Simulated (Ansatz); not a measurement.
Ansatz (a program for electronic structure) input (B3LYP-D3(BJ)/def2-TZVP):

Ansatz 0.2 input:
```yaml
crystal:
  periodic: [false, false, false]
  atoms:
    - {symbol: C, position_ang: [-1.51206253, 0.03752105, -0.09891413]}
    - {symbol: C, position_ang: [-0.26576751, -0.02232965, -0.41007723]}
    - {symbol: C, position_ang: [1.10802300, -0.04910018, -0.22801888]}
    - {symbol: Cl, position_ang: [1.57857523, 0.08570927, 1.66750034]}
    - {symbol: H, position_ang: [-2.29798165, 0.00094190, -0.83961879]}
    - {symbol: H, position_ang: [-1.86178518, 0.12969733, 0.92623370]}
    - {symbol: H, position_ang: [1.63491570, 0.80797505, -0.63825982]}
    - {symbol: H, position_ang: [1.57921999, -0.99035092, -0.49721618]}
basis:
  gaussian:
    orbitals: def2-TZVP
hamiltonian:
  xc: b3lyp
  dispersion: d3bj
magnetization: {spin_polarized: true, initial_magnetization: 1}
relax: {f_tol: 0.002, max_steps: 150}
```

Output:

```
Functional definition: B3LYP
integrals: 0.06 GiB planned
979 factors; their error is unknown
mean field: 0.79 GiB planned
mean field evaluation 1: about -15690.4724 eV, gradient 3.9e1 eV
mean field evaluation 2: about -15685.3785 eV, gradient 4.8e1 eV
mean field evaluation 4: about -15698.0929 eV, gradient 5.0e0 eV
mean field evaluation 8: about -15698.2156 eV, gradient 1.9e-1 eV
mean field evaluation 16: about -15698.2359 eV, gradient 4.4e-3 eV
mean field -15698.23591654 eV, -576.8995292863 hartree, gradient 5.6e-5 eV, S^2 0.760514; 0 other end points of the search recorded, 0 dependent functions left out
the calculation of the forces begins
reference -15698.23616304 eV, -576.8995383450 hartree; 20, 19 occupied and 134, 135 virtual orbitals, 979 factors
relax step   1: F+E_penalty+E_count = -15698.49828839 eV  Δ(F+E_penalty+E_count) = +0.000e0 eV  max|allowed force component| = 8.765e-1 eV/Å  Δτ_max = 0.0000 Å  (35 SCF iters, accepted)
these checks for a lower state are left out or cut short: starts, cluster_reference, orbital_swaps, neighbouring_geometries, increment
integrals: 0.06 GiB planned
979 factors; their error is unknown
mean field: 0.79 GiB planned
mean field -15698.25364101 eV, -576.9001806487 hartree, gradient 2.3e-5 eV, S^2 0.760481; 0 other end points of the search recorded, 0 dependent functions left out
the calculation of the forces begins
reference -15698.25388782 eV, -576.9001897187 hartree; 20, 19 occupied and 134, 135 virtual orbitals, 979 factors
relax step   2: F+E_penalty+E_count = -15698.51584460 eV  Δ(F+E_penalty+E_count) = -1.756e-2 eV  max|allowed force component| = 4.919e-1 eV/Å  Δτ_max = 0.0128 Å  (39 SCF iters, accepted)
these checks for a lower state are left out or cut short: starts, cluster_reference, orbital_swaps, neighbouring_geometries, increment
integrals: 0.06 GiB planned
979 factors; their error is unknown
mean field: 0.79 GiB planned
mean field evaluation 32: about -15698.2707 eV, gradient 4.4e-3 eV
mean field -15698.27072280 eV, -576.9008083929 hartree, gradient 2.4e-5 eV, S^2 0.759534; 0 other end points of the search recorded, 0 dependent functions left out
the calculation of the forces begins
reference -15698.27096978 eV, -576.9008174690 hartree; 20, 19 occupied and 134, 135 virtual orbitals, 979 factors
relax step   3: F+E_penalty+E_count = -15698.53518668 eV  Δ(F+E_penalty+E_count) = -1.934e-2 eV  max|allowed force component| = 4.916e-1 eV/Å  Δτ_max = 0.0664 Å  (39 SCF iters, accepted)
these checks for a lower state are left out or cut short: starts, cluster_reference, orbital_swaps, neighbouring_geometries, increment
integrals: 0.06 GiB planned
979 factors; their error is unknown
mean field: 0.79 GiB planned
mean field -15698.28283673 eV, -576.9012535714 hartree, gradient 1.8e-5 eV, S^2 0.759478; 0 other end points of the search recorded, 0 dependent functions left out
the calculation of the forces begins
reference -15698.28308367 eV, -576.9012626466 hartree; 20, 19 occupied and 134, 135 virtual orbitals, 979 factors
relax step   4: F+E_penalty+E_count = -15698.54735734 eV  Δ(F+E_penalty+E_count) = -1.217e-2 eV  max|allowed force component| = 3.044e-1 eV/Å  Δτ_max = 0.0213 Å  (38 SCF iters, accepted)
these checks for a lower state are left out or cut short: starts, cluster_reference, orbital_swaps, neighbouring_geometries, increment
integrals: 0.06 GiB planned
979 factors; their error is unknown
mean field: 0.79 GiB planned
mean field -15698.29159388 eV, -576.9015753907 hartree, gradient 2.2e-5 eV, S^2 0.759527; 0 other end points of the search recorded, 0 dependent functions left out
the calculation of the forces begins
reference -15698.29183947 eV, -576.9015844160 hartree; 20, 19 occupied and 134, 135 virtual orbitals, 979 factors
relax step   5: F+E_penalty+E_count = -15698.55815838 eV  Δ(F+E_penalty+E_count) = -1.080e-2 eV  max|allowed force component| = 2.956e-1 eV/Å  Δτ_max = 0.0471 Å  (39 SCF iters, accepted)
these checks for a lower state are left out or cut short: starts, cluster_reference, orbital_swaps, neighbouring_geometries, increment
integrals: 0.06 GiB planned
979 factors; their error is unknown
mean field: 0.80 GiB planned
mean field -15698.29555829 eV, -576.9017210802 hartree, gradient 1.9e-5 eV, S^2 0.759393; 0 other end points of the search recorded, 0 dependent functions left out
the calculation of the forces begins
reference -15698.29580254 eV, -576.9017300564 hartree; 20, 19 occupied and 134, 135 virtual orbitals, 979 factors
relax step   6: F+E_penalty+E_count = -15698.56485617 eV  Δ(F+E_penalty+E_count) = -6.698e-3 eV  max|allowed force component| = 2.774e-1 eV/Å  Δτ_max = 0.0699 Å  (38 SCF iters, accepted)
these checks for a lower state are left out or cut short: starts, cluster_reference, orbital_swaps, neighbouring_geometries, increment
integrals: 0.06 GiB planned
979 factors; their error is unknown
mean field: 0.80 GiB planned
mean field -15698.29651515 eV, -576.9017562441 hartree, gradient 1.4e-5 eV, S^2 0.759268; 0 other end points of the search recorded, 0 dependent functions left out
the calculation of the forces begins
reference -15698.29675868 eV, -576.9017651938 hartree; 20, 19 occupied and 134, 135 virtual orbitals, 979 factors
relax step   7: F+E_penalty+E_count = -15698.56723703 eV  Δ(F+E_penalty+E_count) = -2.381e-3 eV  max|allowed force component| = 2.481e-1 eV/Å  Δτ_max = 0.0275 Å  (37 SCF iters, accepted)
these checks for a lower state are left out or cut short: starts, cluster_reference, orbital_swaps, neighbouring_geometries, increment
integrals: 0.06 GiB planned
979 factors; their error is unknown
mean field: 0.80 GiB planned
mean field evaluation 64: about -15698.2766 eV, gradient 1.2e-3 eV
mean field -15698.29766839 eV, -576.9017986251 hartree, gradient 1.3e-5 eV, S^2 0.759303; 0 other end points of the search recorded, 0 dependent functions left out
the calculation of the forces begins
reference -15698.29791196 eV, -576.9018075759 hartree; 20, 19 occupied and 134, 135 virtual orbitals, 979 factors
relax step   8: F+E_penalty+E_count = -15698.56829850 eV  Δ(F+E_penalty+E_count) = -1.061e-3 eV  max|allowed force component| = 1.646e-2 eV/Å  Δτ_max = 0.0063 Å  (39 SCF iters, accepted)
these checks for a lower state are left out or cut short: starts, cluster_reference, orbital_swaps, neighbouring_geometries, increment
integrals: 0.06 GiB planned
979 factors; their error is unknown
mean field: 0.80 GiB planned
mean field -15698.29767615 eV, -576.9017989102 hartree, gradient 1.2e-5 eV, S^2 0.759283; 0 other end points of the search recorded, 0 dependent functions left out
the calculation of the forces begins
reference -15698.29791975 eV, -576.9018078622 hartree; 20, 19 occupied and 134, 135 virtual orbitals, 979 factors
relax step   9: F+E_penalty+E_count = -15698.56829700 eV  Δ(F+E_penalty+E_count) = +1.505e-6 eV  max|allowed force component| = 2.105e-2 eV/Å  Δτ_max = 0.0011 Å  (39 SCF iters, rejected (line search))
these checks for a lower state are left out or cut short: starts, cluster_reference, orbital_swaps, neighbouring_geometries, increment
integrals: 0.06 GiB planned
979 factors; their error is unknown
mean field: 0.80 GiB planned
mean field -15698.29768602 eV, -576.9017992728 hartree, gradient 1.2e-5 eV, S^2 0.759302; 0 other end points of the search recorded, 0 dependent functions left out
the calculation of the forces begins
reference -15698.29792960 eV, -576.9018082241 hartree; 20, 19 occupied and 134, 135 virtual orbitals, 979 factors
relax step  10: F+E_penalty+E_count = -15698.56830760 eV  Δ(F+E_penalty+E_count) = -9.101e-6 eV  max|allowed force component| = 4.058e-3 eV/Å  Δτ_max = 0.0005 Å  (39 SCF iters, accepted)
these checks for a lower state are left out or cut short: starts, cluster_reference, orbital_swaps, neighbouring_geometries, increment
integrals: 0.06 GiB planned
979 factors; their error is unknown
mean field: 0.80 GiB planned
mean field -15698.29773620 eV, -576.9018011168 hartree, gradient 1.2e-5 eV, S^2 0.759300; 0 other end points of the search recorded, 0 dependent functions left out
the calculation of the forces begins
reference -15698.29797980 eV, -576.9018100692 hartree; 20, 19 occupied and 134, 135 virtual orbitals, 979 factors
relax step  11: F+E_penalty+E_count = -15698.56831009 eV  Δ(F+E_penalty+E_count) = -2.492e-6 eV  max|allowed force component| = 1.923e-3 eV/Å  Δτ_max = 0.0014 Å  (40 SCF iters, accepted)
integrals: 0.06 GiB planned
979 factors; their error is unknown
mean field: 0.80 GiB planned
mean field evaluation 96: about -15698.2977 eV, gradient 1.2e-5 eV
mean field -15698.29773620 eV, -576.9018011168 hartree, gradient 1.2e-5 eV, S^2 0.759300; 1 other end points of the search recorded, 0 dependent functions left out
the calculation of the forces begins
reference -15698.29797980 eV, -576.9018100692 hartree; 20, 19 occupied and 134, 135 virtual orbitals, 979 factors
Total energy: -15698.56855370 eV, -576.9117534765 hartree
Atom 0 at    -1.491522     0.036867    -0.103976 Å, force     0.000496    -0.000072    -0.000459 eV/Å
Atom 1 at    -0.273709    -0.035371    -0.551407 Å, force     0.000155     0.001923    -0.000182 eV/Å
Atom 2 at     1.121764    -0.047881    -0.198410 Å, force    -0.000302    -0.000875    -0.000096 eV/Å
Atom 3 at     1.373253     0.088796     1.635834 Å, force    -0.000306     0.000318     0.000744 eV/Å
Atom 4 at    -2.353500     0.009980    -0.761926 Å, force    -0.000185    -0.000439     0.000358 eV/Å
Atom 5 at    -1.689268     0.128470     0.964635 Å, force    -0.000132    -0.000395     0.000275 eV/Å
Atom 6 at     1.663487     0.795644    -0.621083 Å, force     0.000142    -0.000546    -0.000470 eV/Å
Atom 7 at     1.612632    -0.976441    -0.482039 Å, force     0.000131     0.000085    -0.000170 eV/Å
Dipole moment:    -0.055904    -0.021369    -0.297547 e Å
```

It need not be the lowest isomer of its formula.
